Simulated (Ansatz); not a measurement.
Total energies of dimethylphenylsulfonium mesylate (C₉H₁₄O₃S₂) from Ansatz at PBE0-D4/def2-SVP, gas phase (1 Eh = 27.2114 eV = 2625.5 kJ/mol). The reference geometry is relaxed at PBE0-D4/def2-SVP.

| state | geometry | energy (Eh) |
| --- | --- | --- |
| charge 0 singlet | reference | -1371.75928 |
| charge 1 doublet | reference | -1371.46037 |
| charge -1 doublet | reference | -1371.73879 |
| charge -1 doublet | relaxed at PBE0-D4/def2-SVP | -1371.78451 |
| free C atom (triplet) | – | -37.76066 |
| free S atom (triplet) | – | -397.83788 |
| free O atom (triplet) | – | -74.92490 |
| free H atom (doublet) | – | -0.50029 |

(1) Work out the vertical ionisation energy to the doublet.

(2) Work out the vertical electron affinity, to the doublet.

(3) Give the fundamental gap IE − EA, the Mulliken electronegativity (IE + EA)/2 and the hardness (IE − EA)/2.

(4) How much does the charge -1 doublet relax, and what is the adiabatic electron affinity?

(5) What is the binding energy per atom against free atoms?

(1) E(charge 1 doublet) − E(charge 0 singlet) = -1371.46037 − (-1371.75928) = 0.29891 Eh = 8.13 eV. For comparison, −ε of the highest occupied level is 6.06 eV at this level, 2.07 eV less.

(2) E(charge 0 singlet) − E(charge -1 doublet) = -1371.75928 − (-1371.73879) = -0.02049 Eh = -0.56 eV; negative, so the extra electron isn't bound. The basis lacks diffuse functions, which makes affinities too small.

(3) From the values in Eh: IE − EA = 0.29891 − (-0.02049) = 0.31940 Eh = 8.69 eV; (IE + EA)/2 = 3.79 eV; (IE − EA)/2 = 4.35 eV. The HOMO–LUMO gap of the same run is 5.09 eV, 3.60 eV smaller than the fundamental gap.

(4) Relaxation: -1371.73879 − (-1371.78451) = 0.04572 Eh = 1.24 eV. Adiabatic electron affinity: 0.02523 Eh = 0.69 eV, without zero-point energy. 

(5) Atoms: 9 × (-37.76066) + 2 × (-397.83788) + 3 × (-74.92490) + 14 × (-0.50029) = -1367.30046 Eh. Binding: -1367.30046 − (-1371.75928) = 4.45882 Eh = 121.33 eV, or 4.33 eV for each of 28 atoms (no zero-point energy, no counterpoise term).

At PBE0-D4/def2-SVP the highest occupied level of the charge -1 doublet lies above zero (up to 2.18 eV). By energy differences it is unbound by 0.56 eV (vertical, to the charge 0 singlet, at PBE0-D4/def2-SVP) and held by the finite basis. At PBE0-D4/def2-SVP the highest occupied level of the relaxed charge -1 doublet lies above zero (up to 0.52 eV). By energy differences its removal costs 0.69 eV (each at its own geometry, to the charge 0 singlet, at PBE0-D4/def2-SVP); self-interaction error and the lack of diffuse functions both raise the level.
